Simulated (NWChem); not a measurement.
System: CHF2NOSi; SMILES F[SiH](OC#N)F

Here is an NWChem input.

```
start job
memory heap 200 mb stack 900 mb global 1100 mb
geometry units angstroms noautoz
  N      0.201249    -2.958415    -0.203881
  C     -0.114414    -1.861917     0.080873
  O     -0.493295    -0.671212     0.421908
  Si     0.001237     0.780076    -0.315947
  F      1.435189     1.188349     0.293817
  F     -1.099237     1.848618     0.167173
  H      0.059036     0.634363    -1.785186
end
basis spherical
  * library def2-svpd
end
dft
  xc xpbe96 cpbe96
  iterations 150
end
tddft
  cis
  nroots 6
  notriplet
end
task tddft energy
```

Parts of the log:

```
             Northwest Computational Chemistry Package (NWChem) 7.3.0
             --------------------------------------------------------

 C1  symmetry detected

                             Geometry "geometry" -> ""
                             -------------------------

 Output coordinates in angstroms (scale by  1.889725989 to convert to a.u.)

  No.       Tag          Charge          X              Y              Z
 ---- ---------------- ---------- -------------- -------------- --------------
    1 N                    7.0000     0.10955526    -2.99778425    -0.14063028
    2 C                    6.0000    -0.16928976    -1.88558354     0.12069493
    3 O                    8.0000    -0.50783193    -0.67595334     0.43663488
    4 Si                  14.0000     0.02308805     0.74137340    -0.34088532
    5 F                    9.0000     1.47529199     1.11953391     0.24461929
    6 F                    9.0000    -1.03890081     1.85462080     0.12718501
    7 H                    1.0000     0.06075397     0.55899767    -1.80668088

 Effective nuclear repulsion energy (a.u.)     286.2521558443

  pbe96 is a nonlocal functional; adding pw91lda local functional.

                                 NWChem DFT Module
                                 -----------------

 Summary of "ao basis" -> "ao basis" (spherical)
 ------------------------------------------------------------------------------
       Tag                 Description            Shells   Functions and Types
 ---------------- ------------------------------  ------  ---------------------
 N                         def2-svpd                 8       20   4s2p2d
 C                         def2-svpd                 8       20   4s2p2d
 O                         def2-svpd                 9       23   4s3p2d
 Si                        def2-svpd                10       24   5s3p2d
 F                         def2-svpd                 9       23   4s3p2d
 H                         def2-svpd                 4        8   2s2p

            General Information
            -------------------
          SCF calculation type: DFT
          Wavefunction type:  closed shell.
          No. of atoms     :     7
          No. of electrons :    54
           Alpha electrons :    27
            Beta electrons :    27
          Charge           :     0
          Spin multiplicity:     1
          Use of symmetry is: off; symmetry adaption is: off
          Maximum number of iterations: 150
          AO basis - number of functions:   141
                     number of shells:    57
          Convergence on energy requested:  1.00D-06
          Convergence on density requested:  1.00D-05
          Convergence on gradient requested:  5.00D-04

              XC Information
              --------------
          PerdewBurkeErnzerhof Exchange Functional  1.000
            Perdew 1991 LDA Correlation Functional  1.000 local
           PerdewBurkeErnz. Correlation Functional  1.000 non-local

             Grid Information
             ----------------
          Grid used for XC integration:  medium
          Radial quadrature: Mura-Knowles
          Angular quadrature: Lebedev.
          Tag              B.-S. Rad. Rad. Pts. Rad. Cut. Ang. Pts.
          ---              ---------- --------- --------- ---------
          N                   0.65       49          13.0       434
          C                   0.70       49          12.0       434
          O                   0.60       49          10.0       434
          Si                  1.10       88          11.0       590
          F                   0.50       49          13.0       434
          H                   0.35       45          11.0       434
          Grid pruning is: on
          Number of quadrature shells:   378
          Spatial weights used:  Erf1

      Superposition of Atomic Density Guess
      -------------------------------------

 Sum of atomic energies:        -654.39648694

      Non-variational initial energy
      ------------------------------

 Total energy =    -656.112996
 1-e energy   =   -1475.614116
 2-e energy   =     533.248964
 HOMO         =      -0.389950
 LUMO         =       0.032934

   convergence    iter        energy       DeltaE   RMS-Dens  Diis-err
 ---------------- ----- ----------------- --------- --------- ---------
 d= 0,ls=0.0,diis     1   -656.8955354688 -9.43D+02  2.71D-02  1.81D+00
 d= 0,ls=0.0,diis     2   -655.6778611259  1.22D+00  1.89D-02  1.28D+01
 d= 0,ls=0.0,diis     3   -657.0644175071 -1.39D+00  4.67D-03  5.20D-01
 d= 0,ls=0.0,diis     4   -657.1012781306 -3.69D-02  1.79D-03  1.76D-01
 d= 0,ls=0.0,diis     5   -657.1178898205 -1.66D-02  5.83D-04  6.66D-03
  Resetting Diis
 d= 0,ls=0.0,diis     6   -657.1184012113 -5.11D-04  1.68D-04  1.37D-03
 d= 0,ls=0.0,diis     7   -657.1185253678 -1.24D-04  1.01D-04  3.98D-05
 d= 0,ls=0.0,diis     8   -657.1185148749  1.05D-05  5.81D-05  1.54D-04
 d= 0,ls=0.0,diis     9   -657.1185289004 -1.40D-05  1.60D-05  5.35D-06
 d= 0,ls=0.0,diis    10   -657.1185292968 -3.96D-07  6.76D-06  2.35D-06

         Total DFT energy =     -657.118529296771
      One electron energy =    -1476.317160883915
           Coulomb energy =      595.461909776580
    Exchange-Corr. energy =      -62.515434033746
 Nuclear repulsion energy =      286.252155844310

 Numeric. integr. density =       53.999997250654

                       DFT Final Molecular Orbital Analysis
                       ------------------------------------

 Vector   25  Occ=2.000000D+00  E=-3.296688D-01
              MO Center=  1.6D-01, -3.2D+00, -1.9D-01, r^2= 9.1D-01
   Bfn.  Coefficient  Atom+Function         Bfn.  Coefficient  Atom+Function
  ----- ------------  ---------------      ----- ------------  ---------------
     3      0.546297  1 N  s                  6      0.442525  1 N  py
     2      0.355568  1 N  s                 23     -0.320419  2 C  s
    22     -0.269319  2 C  s                 26      0.204377  2 C  py
    29      0.184186  2 C  py                 4      0.178491  1 N  s
     1      0.168778  1 N  s                 24      0.155264  2 C  s

 Vector   26  Occ=2.000000D+00  E=-2.991570D-01
              MO Center= -8.5D-02, -2.2D+00,  3.0D-02, r^2= 1.8D+00
   Bfn.  Coefficient  Atom+Function         Bfn.  Coefficient  Atom+Function
  ----- ------------  ---------------      ----- ------------  ---------------
     7      0.335112  1 N  pz                27     -0.273548  2 C  pz
     5     -0.257553  1 N  px                47      0.224545  3 O  pz
    25      0.212842  2 C  px                10     -0.180916  1 N  pz
    44      0.174620  3 O  s                 45     -0.174601  3 O  px
     6     -0.156479  1 N  py                50      0.144996  3 O  pz

 Vector   27  Occ=2.000000D+00  E=-2.901810D-01
              MO Center= -8.3D-02, -2.1D+00,  3.8D-02, r^2= 1.9D+00
   Bfn.  Coefficient  Atom+Function         Bfn.  Coefficient  Atom+Function
  ----- ------------  ---------------      ----- ------------  ---------------
     5      0.356478  1 N  px                 7      0.281096  1 N  pz
    25     -0.259672  2 C  px                45      0.254731  3 O  px
    47      0.206511  3 O  pz                27     -0.204663  2 C  pz
     8     -0.189099  1 N  px                48      0.177682  3 O  px
    10     -0.151127  1 N  pz                50      0.144566  3 O  pz

 Vector   28  Occ=0.000000D+00  E=-5.015084D-02
              MO Center=  1.0D-01, -4.2D-01, -2.9D-01, r^2= 4.8D+00
   Bfn.  Coefficient  Atom+Function         Bfn.  Coefficient  Atom+Function
  ----- ------------  ---------------      ----- ------------  ---------------
    24      2.094485  2 C  s                 44     -0.845157  3 O  s
    67      0.695180  4 Si s                  4     -0.640465  1 N  s
    43     -0.557678  3 O  s                 52      0.360162  3 O  py
    91     -0.352321  5 F  s                 53      0.297629  3 O  pz
   135     -0.268137  7 H  s                 42     -0.250302  3 O  s

[...]

                                NWChem TDDFT Module
                                -------------------

            General Information
            -------------------
           No. of orbitals :     282
            Alpha orbitals :     141
             Beta orbitals :     141
        Alpha frozen cores :       0
         Beta frozen cores :       0
     Alpha frozen virtuals :       0
      Beta frozen virtuals :       0
         Spin multiplicity :       1
    Number of AO functions :     141
        Use of symmetry is : off
      Symmetry adaption is : off
         Schwarz screening :  0.10D-07

              XC Information
              --------------
   PerdewBurkeErnzerhof Exchange Functional   1.00
     Perdew 1991 LDA Correlation Functional   1.00 local
    PerdewBurkeErnz. Correlation Functional   1.00 non-local

             TDDFT Information
             -----------------
          Calculation type : Tamm-Dancoff TDDFT
         Wavefunction type : Restricted singlets
          No. of electrons :      54
           Alpha electrons :      27
            Beta electrons :      27
              No. of roots :       6
          Max subspacesize :    5200
            Max iterations :     100
               Target root :       1
           Target symmetry : none
      Symmetry restriction : off
                 Algorithm : Optimal
        Davidson threshold :  0.10D-03

    6 smallest eigenvalue differences (eV)
--------------------------------------------------------
  No. Spin  Occ  Vir  Irrep   E(Occ)    E(Vir)   E(Diff)
--------------------------------------------------------
    1    1   27   28 a        -0.290    -0.050     6.532
    2    1   27   29 a        -0.290    -0.044     6.703
    3    1   26   28 a        -0.299    -0.050     6.776
    4    1   27   30 a        -0.290    -0.038     6.870
    5    1   26   29 a        -0.299    -0.044     6.947
    6    1   26   30 a        -0.299    -0.038     7.115
--------------------------------------------------------

  Entering Davidson iterations
  Restricted singlet excited states

  Iter   NTrls   NConv    DeltaV     DeltaE      Time
  ----  ------  ------  ---------  ---------  ---------
    1      6       0     0.15E+00   0.10+100       12.7
    2     12       0     0.29E-01   0.24E-01       13.1
    3     18       0     0.53E-02   0.82E-03       13.1
    4     24       0     0.81E-03   0.27E-04       13.3
    5     30       6     0.84E-04   0.47E-06       13.0
  ----  ------  ------  ---------  ---------  ---------
  Convergence criterion met

  Ground state a        -657.118529296771 a.u.

  ----------------------------------------------------------------------------
  Root   1 singlet a              0.243538992 a.u.                6.6270 eV
  ----------------------------------------------------------------------------
     Transition Moments    X  0.10596   Y  0.01590   Z  0.07380
     Dipole Oscillator Strength                    0.0027482550
     Electric Quadrupole                           0.0000001043
     Magnetic Dipole                               0.0000003504
     Total Oscillator Strength                     0.0027487097

     Occ.   27  a   ---  Virt.   28  a        0.91855
     Occ.   27  a   ---  Virt.   29  a       -0.39015
  ----------------------------------------------------------------------------
  Root   2 singlet a              0.248396439 a.u.                6.7592 eV
  ----------------------------------------------------------------------------
     Transition Moments    X  0.02192   Y -0.07812   Z -0.00085
     Dipole Oscillator Strength                    0.0010903127
     Electric Quadrupole                           0.0000000516
     Magnetic Dipole                               0.0000000695
     Total Oscillator Strength                     0.0010904338

     Occ.   26  a   ---  Virt.   28  a        0.08328
     Occ.   27  a   ---  Virt.   28  a        0.38413
     Occ.   27  a   ---  Virt.   29  a        0.91212
     Occ.   27  a   ---  Virt.   30  a       -0.09173
  ----------------------------------------------------------------------------
  Root   3 singlet a              0.253494453 a.u.                6.8979 eV
  ----------------------------------------------------------------------------
     Transition Moments    X -0.10509   Y -0.06818   Z  0.08031
     Dipole Oscillator Strength                    0.0037419322
     Electric Quadrupole                           0.0000001958
     Magnetic Dipole                               0.0000004403
     Total Oscillator Strength                     0.0037425683

     Occ.   26  a   ---  Virt.   28  a        0.87182
     Occ.   26  a   ---  Virt.   29  a       -0.11881
     Occ.   26  a   ---  Virt.   31  a       -0.07427
     Occ.   27  a   ---  Virt.   28  a       -0.05049
     Occ.   27  a   ---  Virt.   29  a       -0.10671
     Occ.   27  a   ---  Virt.   30  a       -0.44298
     Occ.   27  a   ---  Virt.   32  a        0.06145
  ----------------------------------------------------------------------------
  Root   4 singlet a              0.256612544 a.u.                6.9828 eV
  ----------------------------------------------------------------------------
     Transition Moments    X -0.01632   Y  0.31517   Z  0.03308
     Dipole Oscillator Strength                    0.0172255472
     Electric Quadrupole                           0.0000000613
     Magnetic Dipole                               0.0000003832
     Total Oscillator Strength                     0.0172259917

     Occ.   26  a   ---  Virt.   28  a        0.36392
     Occ.   26  a   ---  Virt.   29  a       -0.42774
     Occ.   27  a   ---  Virt.   30  a        0.81950
  ----------------------------------------------------------------------------
  Root   5 singlet a              0.258092655 a.u.                7.0231 eV
  ----------------------------------------------------------------------------
     Transition Moments    X -0.03033   Y  0.12079   Z -0.04209
     Dipole Oscillator Strength                    0.0029735066
     Electric Quadrupole                           0.0000000373
     Magnetic Dipole                               0.0000001613
     Total Oscillator Strength                     0.0029737051

     Occ.   26  a   ---  Virt.   28  a        0.27993
     Occ.   26  a   ---  Virt.   29  a        0.82473
     Occ.   26  a   ---  Virt.   30  a       -0.36878
     Occ.   26  a   ---  Virt.   31  a        0.10144
     Occ.   27  a   ---  Virt.   30  a        0.28761
     Occ.   27  a   ---  Virt.   32  a       -0.07888
  ----------------------------------------------------------------------------
  Root   6 singlet a              0.263615135 a.u.                7.1733 eV
  ----------------------------------------------------------------------------
     Transition Moments    X -0.06036   Y -0.13367   Z  0.01194
     Dipole Oscillator Strength                    0.0038055356
     Electric Quadrupole                           0.0000000374
     Magnetic Dipole                               0.0000002084
     Total Oscillator Strength                     0.0038057813

     Occ.   26  a   ---  Virt.   28  a       -0.11764
     Occ.   26  a   ---  Virt.   29  a       -0.29222
     Occ.   26  a   ---  Virt.   30  a       -0.91783
     Occ.   26  a   ---  Virt.   31  a       -0.15461
     Occ.   26  a   ---  Virt.   33  a        0.05181
     Occ.   27  a   ---  Virt.   30  a       -0.12032
     Occ.   27  a   ---  Virt.   31  a       -0.05854
     Occ.   27  a   ---  Virt.   32  a        0.08784

              Target root =      1
          Target symmetry = none
      Ground state energy =   -657.118529296771
        Excitation energy =      0.243538991672
     Excited state energy =   -656.874990305099

  stored tddft:energy   -656.87499030509946
```

Level: PBE/def2-SVPD, TDA. All runs use the structure optimised with PBE-D3(BJ)/def2-SVP.
